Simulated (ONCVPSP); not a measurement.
Potentials for Cl compared

Generated with ld1.x 7.5 (TM, RRKJ, ultrasoft, PAW), atompaw 4.2 or ONCVPSP 4.0.1. The cutoff is in Ry: for ld1.x and atompaw files where the sum of valence levels is converged to 10 mRy in a Bessel basis, for ONCV files where the hardest occupied wave has 1 mHa per electron of residual kinetic energy. The error is the largest all-electron minus pseudo excitation energy over each file’s own four to seven test configurations (ionisations up to +4, promotions, holes and added fractions of an electron), all of which were solved. The labels leave out finer settings (local radius, basis sizes, second energies), which also bear on the numbers. Spin-polarised tests are not counted. The rows are a selection from randomly drawn settings: files with unsolved tests, undetermined cutoffs or missed reference levels are left out.

A true bound ghost makes a file unfit for plane-wave use even where its test errors are small: the radial tests pick states by their node count and pass the ghost by.

| potential | cutoff (Ry) | largest error (meV) | bound ghosts |
| --- | --- | --- | --- |
| ONCV, PBE, scalar-relativistic, rc 1.35/1.15/1.25 (spd), local smoothed, core correction yes, reference 3s2 3p4.75, qcut 4.3/6.8/6.9, projectors 2/2/2 | 150 | -1.7 | none |
| ONCV, LDA (Perdew-Wang 92), scalar-relativistic, rc 1.10/1.45/1.60 (spd), local smoothed, core correction yes, reference 3s2 3p4.5, qcut 6.1/4.9/5.9, projectors 2/2/2 | 48 | +31 | s |
| ONCV, PBE, fully relativistic, rc 0.75/0.80/0.70 (spd), local smoothed, core correction yes, reference 2s2 2p6 3s2 3p4, qcut 17.1/14.7/12.5, projectors 2/3/1 | 204 | +11 | none |
| ONCV, Wu-Cohen, scalar-relativistic, rc 1.10/1.50 (sp), local smoothed, core correction yes, reference 3s2 3p5, qcut 7.2/6.3, projectors 3/2 | 229 | +39 | s |
| ONCV, PBE, scalar-relativistic, rc 1.20/1.40/1.10 (spd), local smoothed, core correction yes, reference 3s2 3p5, qcut 4.6/5.8/8.7, projectors 2/2/2 | 89 | +40 | none |

Question: Fill in the row for Cl: ONCV, LDA (Perdew-Zunger), scalar-relativistic, rc 1.00/1.15/1.20 (spd), local smoothed, core correction yes, reference 3s2 3p4, qcut 6.9/6/8.9, projectors 2/2/2.

Answer: cutoff 88 Ry, largest error +30 meV, bound ghosts: s.

Question: Fill in the row for Cl: ONCV, PBE, non-relativistic, rc 1.40/1.25 (sp), local smoothed, core correction yes, reference 3s2 3p4, qcut 5.7/6.6, projectors 3/2.

Answer: cutoff 29 Ry, largest error +26 meV, bound ghosts: none.

Question: Fill in the row for Cl: ONCV, LDA (Perdew-Wang 92), non-relativistic, rc 1.15/1.45/1.30 (spd), local smoothed, core correction yes, reference 3s2 3p5, qcut 4.8/6.3/8.7, projectors 2/2/2.

Answer: cutoff 56 Ry, largest error +56 meV, bound ghosts: none.
